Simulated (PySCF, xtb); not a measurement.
GeO3, SMILES [O]=[Ge]1[O][O]1.

GFN2-xTB in xtb at its own geometry gives an orbital gap of 4.52 eV and a dipole moment of 0.11 D.

Coordinates come from a PBE-D3(BJ)/def2-SVP optimisation.

Question: What does PBE/def2-TZVPD in PySCF give? (The exact figures need the calculation; the answer reports its results.)

Answer: gap 2.64 eV (levels -7.26 and -4.63 eV), dipole 0.06 D.
